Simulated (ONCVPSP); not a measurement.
**phosphorus: one change to an ONCV potential, before and after**

P (Z = 15), optimised norm-conserving Vanderbilt (ONCV), made with ONCVPSP 4.0.1 (PBE, scalar-relativistic). Core [Ne], reference 3s1.5 3p3.5. Waves: 3s: rc 1.35 bohr, ncon 4, nbas 8, qcut 5.2 1/bohr, 2 projectors, debl 3.9 Ha; 3p: rc 1.80 bohr, ncon 3, nbas 6, qcut 4.2 1/bohr, 3 projectors, debl 2.7 Ha. Local part: polynomial inside 1.00 bohr (lpopt 5, dvloc0 6 Ha). Core correction: Teter function, fcfact 5.5, rcfact 1.3.

Change: s: nproj 0; local potential the s channel.

Cutoffs: the cutoffs (Ha) at which the residual kinetic energy of the hardest occupied pseudo-wave falls to 1 and 0.1 mHa per electron; they do not see the model core or the augmentation charge, which bear on the density cutoff. Errors are all-electron minus pseudo energies relative to the spin-unpolarised reference configuration.

What does the change do?

The potential gets neither clearly harder nor softer (10 Ha and 34 Ha → 10 Ha and 34 Ha); of the 4 tests that both files solve, the error grows in 2 and shrinks in 0 by more than 15 % and 0.3 meV (median size 1.3 → 1.6 meV); the range in which the s phases agree narrows (upper end at the end of the scan → 3.8); neither file shows a bound ghost.

| quantity | base | changed |
| --- | --- | --- |
| cutoff, loose | 10 Ha | 10 Ha |
| cutoff, tight | 34 Ha | 34 Ha |
| bound ghosts | none | none |
| GHOST(+) flags under 300 eV | s at 207.1 eV | none |
| error for 3s2 3p3, meV [ΔE -4.25 eV] | +0.4 | +0.5 |
| error for 3s2 3p2, meV [ΔE 5.48 eV] | +1.2 | +1.4 |
| error for 3s2 3p1, meV [ΔE 24.63 eV] | +9.3 | +12 |
| error for 3s1 3p3, meV [ΔE 14.60 eV] | +1.3 | +1.7 |
| s: phases at 1.37 bohr within 0.05 rad from the reference energy up to (Ha; the scan ends near 5) | to the end of the scan | 3.8 |
| p: phases at 1.83 bohr within 0.05 rad from the reference energy up to (Ha; the scan ends near 5) | to the end of the scan | to the end of the scan |
| rms error of d²Exc/dni dnj with the model core, mHa | 0.11 | 0.11 |
